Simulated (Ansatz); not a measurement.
`CO[SiH2]S[SiH2]O` + H₂ → `O[SiH2]S[SiH3]` + CH₃OH  (hydrogenolysis of the Si–O bond)

Computed with Ansatz on PBE0-D4/def2-TZVP structures; ΔE is electronic, products minus reactants. CCSD(T)/CBS adds triple-zeta CCSD(T) − MP2 to the extrapolated MP2 energy (def2 sets, frozen cores). This one scheme is used for every species. DFT in def2-TZVPP. Each species was taken in one conformer, which may not be the lowest.

```csv
species,PBE0-D4 energy (Eh)
`CO[SiH2]S[SiH2]O`,-1170.21645
H₂,-1.16855
`O[SiH2]S[SiH3]`,-1055.71200
CH₃OH,-115.64111
```

Problem. Work out ΔE.

Solution. ΔE = (-1055.71200) + (-115.64111) − (-1170.21645) − (-1.16855) = 0.03189 Eh = +83.7 kJ/mol. CCSD(T)/CBS gives +90.8 kJ/mol.

Largest T1 diagnostic among the species: 0.012.

The D4 term adds +16.9 kJ/mol with B3LYP and +9.5 kJ/mol with PBE0; it sums over pairs of atoms, weighted by their polarisabilities, and B3LYP, whose exchange is more repulsive, gets the larger term. In def2-TZVPP, CCSD(T) changes the Hartree–Fock value by +22.5 kJ/mol (the triples alone add +5.7 kJ/mol) and MP2 by +31.0 kJ/mol.

B3LYP here is the variant with VWN-RPA as its local correlation; programs differ in this.
